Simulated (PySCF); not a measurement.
Species: C₇H₉NS.
Atom-mapped SMILES: `[N:1]#[C:2][C@@H:3]1[CH2:4][CH2:5][C@H:6]1[CH2:7][CH:8]=[S:9]` (hydrogens: H10 on C3; H11, H12 on C4; H13, H14 on C5; H15 on C6; H16, H17 on C7; H18 on C8)

Method used: PySCF 2.14.0, PBE0-D3(BJ)/def2-SVP geometry optimisation, gas phase.

Question: What internal coordinates does the optimisation give?

Answer: 
```json
{"bond": "N1≡C2", "length (Å)": "1.158"}
{"bond": "C2–C3", "length (Å)": "1.451"}
{"bond": "C3–C4", "length (Å)": "1.548"}
{"bond": "C4–C5", "length (Å)": "1.539"}
{"bond": "C5–C6", "length (Å)": "1.540"}
{"bond": "C6–C7", "length (Å)": "1.524"}
{"bond": "C7–C8", "length (Å)": "1.491"}
{"bond": "C8=S9", "length (Å)": "1.615"}
{"bond": "C3–C6", "length (Å)": "1.552"}
{"bond": "C3–H10", "length (Å)": "1.103"}
{"bond": "C4–H11", "length (Å)": "1.098"}
{"bond": "C4–H12", "length (Å)": "1.099"}
{"bond": "C5–H13", "length (Å)": "1.098"}
{"bond": "C5–H14", "length (Å)": "1.101"}
{"bond": "C6–H15", "length (Å)": "1.102"}
{"bond": "C7–H16", "length (Å)": "1.105"}
{"bond": "C7–H17", "length (Å)": "1.101"}
{"bond": "C8–H18", "length (Å)": "1.105"}
```

A selection of angles:
```json
{"angle": "N1–C2–C3", "degrees": "178.8"}
{"angle": "C2–C3–C4", "degrees": "119.8"}
{"angle": "C2–C3–C6", "degrees": "118.5"}
{"angle": "C4–C3–C6", "degrees": "88.0"}
{"angle": "C3–C4–C5", "degrees": "88.3"}
{"angle": "C4–C5–C6", "degrees": "88.8"}
{"angle": "C5–C6–C7", "degrees": "119.6"}
{"angle": "C3–C6–C5", "degrees": "88.1"}
{"angle": "C3–C6–C7", "degrees": "117.8"}
{"angle": "C6–C7–C8", "degrees": "110.6"}
{"angle": "C7–C8–S9", "degrees": "125.4"}
```

Torsions: C2–C3–C4–C5 -142° (anticlinal); C3–C4–C5–C6 20° (synperiplanar); C4–C5–C6–C7 -141° (anticlinal); C5–C6–C7–C8 -67° (synclinal); C6–C7–C8–S9 106° (anticlinal); C2–C3–C6–C5 143° (anticlinal).

Of the pairs four or more bonds apart, H10···H17 is among the closest relative to their van der Waals radii: 2.51 Å, 104 % of the sum of Bondi's values. The 4-membered ring C3–C4–C5–C6 has internal angles of 88.0° to 88.8° (sum 353°, against 360° for a flat polygon); it is puckered, 0.13 Å rms from its mean plane, widest ring torsion 20°. The 7 C–C bonds span 1.451 Å (C2–C3, drawn single) to 1.552 Å (C3–C6, drawn single), a spread of 0.101 Å.

Point group: C1 (no symmetry element, even within 0.4 Å). PBE0-D3(BJ)/def2-SVP frequencies: not computed here. One conformer, not necessarily the lowest.
